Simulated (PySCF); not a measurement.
PySCF input for AlH6NO2Si, SMILES [Al]([SiH2]N)([OH])[OH], IEF-PCM-M06-2X/def2-SVP. Geometry optimised at B3LYP-D3(BJ)/def2-SVP. The structure was generated by enumeration; whether it is a known compound was not checked. One conformer was computed; it need not be the lowest.

```python
import numpy as np
from pyscf import gto, scf, dft
from pyscf.solvent import pcm

mol = gto.M(
    atom='''
    Si   -1.29298809   -0.76320960    0.41623751
    N    -2.34615963    0.62084752    0.24738426
    Al    0.92225084    0.05185453   -0.14409188
    O     2.32795766   -0.71336069    0.44233363
    O     0.94115340    1.42330143   -1.16340541
    H    -1.37896980   -1.25317066    1.82726199
    H    -1.65263925   -1.96142314   -0.42520304
    H    -3.34433490    0.52550554    0.41548239
    H    -2.17759883    1.24737174   -0.53475833
    H     3.25524030   -0.50613440    0.30303114
    H     1.68110357    1.93321770   -1.50306062
    ''',
    basis='def2-SVP',
    charge=0,
    spin=0,
    max_memory=1600,
    verbose=3,
)
mf = dft.RKS(mol, xc='m06-2x').density_fit(auxbasis='def2-universal-jkfit')
mf.grids.level = 4
mf.conv_tol = 1e-9
mf.max_cycle = 100
mf.kernel()
res = {}
for name, eps in {'water': 78.355, 'acetonitrile': 35.688, 'ethylethanoate': 5.9867}.items():
    s = mf.PCM()
    s.with_solvent.method, s.with_solvent.eps, s.with_solvent.lebedev_order = 'IEF-PCM', eps, 29
    s.kernel(mf.make_rdm1())
    res[name] = (s.e_tot, eps, s.dip_moment(), s.mo_energy, s.converged)
    print(f'{name}: electrostatic solvation free energy {(s.e_tot - mf.e_tot) * 627.509474:.3f} kcal/mol')
```

Log of the run:

```
converged SCF energy = -740.41234352701

WARN: PCM is an experimental feature. It is still in testing.
Features and APIs may be changed in the future.

converged SCF energy = -740.428784171604
Dipole moment(X, Y, Z, Debye):  1.89755,  1.81929, -1.73822
water: electrostatic solvation free energy -10.317 kcal/mol

WARN: PCM is an experimental feature. It is still in testing.
Features and APIs may be changed in the future.

converged SCF energy = -740.428361018256
Dipole moment(X, Y, Z, Debye):  1.88803,  1.81073, -1.72732
acetonitrile: electrostatic solvation free energy -10.051 kcal/mol

WARN: PCM is an experimental feature. It is still in testing.
Features and APIs may be changed in the future.

converged SCF energy = -740.424888053648
Dipole moment(X, Y, Z, Debye):  1.80968,  1.73847, -1.64194
ethylethanoate: electrostatic solvation free energy -7.872 kcal/mol
```

The calculation finished and met its thresholds.
